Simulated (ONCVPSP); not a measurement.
# Cs: one change to an ONCV potential, before and after

| Property | Result |
| --- | --- |
| Element | caesium |
| Generator | ONCVPSP 4.0.1 |
| Type | optimised norm-conserving Vanderbilt (ONCV) |
| Functional | LDA (Perdew-Wang 92) |
| Relativity | fully relativistic |
| Frozen core | [Kr] 4d10 5s2 |
| Valence charge | 7 |
| Reference configuration | 5p6 6s1 |
| Partial waves | 6s: rc 4.00 bohr, ncon 4, nbas 8, qcut 1.3 1/bohr, 2 projectors, debl 1.3 Ha; 5p: rc 2.05 bohr, ncon 3, nbas 7, qcut 3.3 1/bohr, 2 projectors, debl 1 Ha; d scattering state at 0.03 Ha: rc 3.05 bohr, ncon 4, nbas 8, qcut 3.4 1/bohr, 2 projectors, debl 2.3 Ha |
| Local potential | polynomial inside 1.65 bohr (lpopt 5, dvloc0 6 Ha) |
| Core correction | none |

Open shells are filled in proportion to 2j + 1.

In the d channel the program set the typed energies aside and used 0.050, 2.350 Ha (j = l + 1/2; the other j can differ).

Change: local potential polynomial inside 1.65 bohr (lpopt 5, dvloc0 1 Ha).

Cutoffs: the cutoffs (Ha) at which the residual kinetic energy of the hardest occupied pseudo-wave falls to 1 and 0.1 mHa per electron; they do not see the model core or the augmentation charge, which bear on the density cutoff. Errors are all-electron minus pseudo energies relative to the spin-unpolarised reference configuration.

What does the change do?

The potential gets neither clearly harder nor softer (14 Ha and 40 Ha → 14 Ha and 40 Ha); a bound ghost appears in s, which as a rule spoils a file; the lowest positive-energy flag moves from s at 18.3 eV to s at 38.4 eV; the errors of the 4 common tests hardly move; the range in which the p1/2 phases agree narrows (upper end at the end of the scan → 2.7). In the separable form a ghost depends on how the local part lies against the semilocal potential of the channel, so the choice of the local part can create or remove one.

```tsv
quantity	base	changed
cutoff, loose	14 Ha	14 Ha
cutoff, tight	40 Ha	40 Ha
bound ghosts	none	s
GHOST(+) flags under 300 eV	s at 18.3 eV	s at 38.4 eV
error for 5p6 6s0, meV [ΔE 4.00 eV]	+3.1	+3.1
error for 5p6 6s0.5, meV [ΔE 1.55 eV]	+0.6	+0.6
error for 5p6 6s0 6p1, meV [ΔE 1.47 eV]	+0.4	+0.4
error for 5p5 6s1, meV [ΔE 18.04 eV]	-46	-48
s: phases at 4.07 bohr within 0.05 rad from the reference energy up to (Ha; the scan ends near 5)	0.5	1.3
p3/2: phases at 2.08 bohr within 0.05 rad from the reference energy up to (Ha; the scan ends near 5)	3.2	2.8
p1/2: phases at 2.08 bohr within 0.05 rad from the reference energy up to (Ha; the scan ends near 5)	to the end of the scan	2.7
d5/2: phases at 3.09 bohr within 0.05 rad from the reference energy up to (Ha; the scan ends near 5)	4.6	4.4
d3/2: phases at 3.09 bohr within 0.05 rad from the reference energy up to (Ha; the scan ends near 5)	4.6	4.4
```

Base: These tests converged, but a pseudo level misses the all-electron one widely, so the file describes the atom poorly there or has found another state: 5p6 6s0 6p1: empty 6s by 2.8 eV. Changed file: These tests converged, but a pseudo level misses the all-electron one widely, so the file describes the atom poorly there or has found another state: 5p6 6s0 6p1: empty 6s by 2.8 eV. A true bound ghost makes a file unfit for plane-wave use even where its test errors are small: the radial tests pick states by their node count and pass the ghost by.
